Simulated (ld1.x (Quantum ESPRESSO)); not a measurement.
## chromium (Cr): one change to an RRKJ potential, before and after

ld1.x (Quantum ESPRESSO) 7.5 input, shortened:

```
&input
   title='Cr', zed=24., rel=1, dft='PBE', iswitch=3,
   config='[Ar] 3d5 4s1 4p0'
 /
 &inputp
   pseudotype=2, tm=.false., rho0=0.01, lloc=-1, rcloc=1.20,
   nlcc=.false.
 /
3
4S  1  0   1.00   0.00  2.90  2.90  0.0
3P  2  1   6.00   0.00  1.40  1.40  0.0
3D  3  2   5.00   0.00  1.90  1.90  0.0
 &test
   configts(1)='3p6 3d5 4s1 4p0'
 /
```

All-electron outer shells of the reference configuration (PBE, scalar-relativistic, ld1.x):

| shell | level (eV) | outermost node (bohr) | outermost maximum (bohr) |
| --- | --- | --- | --- |
| 2p | -560.70 | – | 0.20 |
| 3s | -73.99 | 0.36 | 0.78 |
| 3p | -45.44 | 0.33 | 0.80 |
| 4s | -4.01 | 1.12 | 2.74 |
| 3d | -2.91 | – | 0.84 |
| 4p | -0.99 | 1.25 | 3.94 |

Change: wave 3d (bound): rc 1.90 bohr becomes 3d (bound): rc 1.34 bohr.

Cutoffs: the cutoffs (Ry, on a coarse ladder) from which the occupation-weighted sum of valence levels, in a spherical-Bessel basis at the reference potential, stays within 10 and 1 mRy of its value at 400 Ry; they do not see the model core or the augmentation charge, which bear on the density cutoff. Errors are all-electron minus pseudo energies relative to the spin-unpolarised reference configuration.

Task: What does the change do?

Result: The potential gets harder (50 Ry and 70 Ry → 90 Ry and 100 Ry); both files keep a bound ghost (s); of the 7 tests that both files solve, the error grows in 0 and shrinks in 7 by more than 15 % and 0.3 meV (median size 32.5 → 15.4 meV); the range in which the d phases agree widens (upper end 0.9 → 4.5). A smaller radius makes the pseudo-wave follow the all-electron one further in, where it bends more sharply, so more plane waves are needed. Less of the atom is replaced, so other configurations are described better.

| quantity | base | changed |
| --- | --- | --- |
| cutoff, loose | 50 Ry | 90 Ry |
| cutoff, tight | 70 Ry | 100 Ry |
| loose cutoff by channel (10 mRy a level) | s 15 Ry, p 45 Ry, d 40 Ry | s 15 Ry, p 45 Ry, d 80 Ry |
| bound ghosts | s | s |
| error for 3p6 3d5 4s0 4p0, meV [ΔE 6.90 eV] | +11 | +2.3 |
| error for 3p6 3d4 4s0 4p0, meV [ΔE 22.95 eV] | -20 | -9.7 |
| error for 3p6 3d3 4s0 4p0, meV [ΔE 53.70 eV] | +127 | -43 |
| error for 3p6 3d4 4s1 4p0, meV [ΔE 7.99 eV] | +33 | +15 |
| error for 3p5 3d5 4s1 4p0, meV [ΔE 51.51 eV] | -319 | -32 |
| error for 3p6 3d6 4s0 4p0, meV [ΔE 1.73 eV] | +14 | +4.6 |
| error for 3p6 3d2 4s0 4p0, meV [ΔE 102.06 eV] | +988 | -59 |
| s: phases at 3.17 bohr within 0.05 rad from the reference energy up to (Ry; the scan ends near 5) | 1.6 | 1.6 |
| p: phases at 3.17 bohr within 0.05 rad from the reference energy up to (Ry; the scan ends near 5) | 3.6 | 3.6 |
| d: phases at 3.17 bohr within 0.05 rad from the reference energy up to (Ry; the scan ends near 5) | 0.9 | 4.5 |

 A true bound ghost makes a file unfit for plane-wave use even where its test errors are small: the radial tests pick states by their node count and pass the ghost by.
